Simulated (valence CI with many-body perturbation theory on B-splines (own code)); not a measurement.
Values are calculated unless marked as measured or tabulated.
Zr¹⁹⁺: magnetic and hyperfine properties of the levels

Method: valence CI with perturbative core correlation (CI+MBPT): three valence electrons over a frozen Dirac-Fock core [Ar], radial functions for each j: 7 s, 7 p, 8 d, 6 f, 4 g, 1 h, with the one-electron correlation potential Σ1, the two-electron term Σ2, the three-electron term Σ3, Breit, model QED; selected CI, second order for the rest, scaled by the run's own slope (own B-spline code, finite nucleus).

No measured levels were compared; by estimate terms of the open shell hold to 2 to 4 % of their energy, and close levels can change places. Only levels of the ground parity were solved; by the run's estimate the other parity begins above the list, which can be wrong where configurations are misplaced.

A/g_I is the dipole constant over the nuclear g factor μ/I (μ in nuclear magnetons, uniformly magnetised nucleus), B/Q the quadrupole constant per barn. Both hold the static response of the core; the bare values leave it out. Large factors of s and p1/2 electrons are usually good to 5 to 10 %; those of open d and f shells near neutrality can be off by tens of per cent, and small factors of p3/2, d and f electrons come from cancelling terms and can be off by a factor of two or in sign, in half-filled shells by more. B is blank for J = 1/2, where it vanishes, and for nearly pure S terms. Energies count from the lowest level.

Names give the largest LS component (configuration and term), which can be under half, so a name can repeat, a term be missing and a line seem to break the LS rules; names also repeat where a configuration has a term twice. Letters in brackets count levels of one name in rising energy.

```tsv
Level	E (eV)	g	A/g_I (MHz)	A/g_I bare	B/Q (MHz/b)	B/Q bare
3d3 4F_3/2	0.000	0.431	9480	9210	-2420	-2490
3d3 4F_5/2	1.512	1.031	5440	5470	-2110	-2170
3d3 4F_7/2	3.017	1.221	4460	4600	-2410	-2480
3d3 4F_9/2	4.350	1.295	4490	4660	-2750	-2830
3d3 4P_3/2	6.588	1.485	4440	4700	-3950	-4060
3d3 4P_1/2	7.141	2.295	-5570	-4830		
3d3 2G_7/2	8.586	0.906	6340	6320	3200	3300
3d3 2H_9/2 [a]	9.017	1.037	5700	5740	7160	7360
3d3 4P_5/2	9.304	1.574	1360	1690	5230	5370
3d3 2D_3/2 [a]	10.576	1.156	5330	5430	-5500	-5650
3d3 2P_1/2	11.308	1.036	-78.5	4.05		
3d3 2H_11/2	12.327	1.089	5350	5410	12000	12300
3d3 2H_9/2 [b]	13.008	1.014	4730	4770	5800	5960
3d3 2D_5/2 [a]	13.013	1.210	4690	4820	-3480	-3590
3d3 2P_3/2	14.692	1.183	4360	4480	724	735
3d3 2F_7/2	17.193	1.136	5280	5370	3370	3470
3d3 2F_5/2	17.430	0.878	5110	5080	6430	6610
3d3 2D_5/2 [b]	25.998	1.183	4050	4170	6640	6820
3d3 2D_3/2 [b]	26.210	0.799	8670	8580	7140	7330
```

Q: Take the isotope of mass number 91, with I = 5/2, μ = -1.3022 μN and Q = -0.176 b. What is the hyperfine structure of 3d3 4F_7/2?

A: From the table A = -2320 MHz, B = 425 MHz. Shifts from the centre of gravity in MHz: F = 1: 26300, F = 2: 21600, F = 3: 14500, F = 4: 5090, F = 5: -6490, F = 6: -20200.
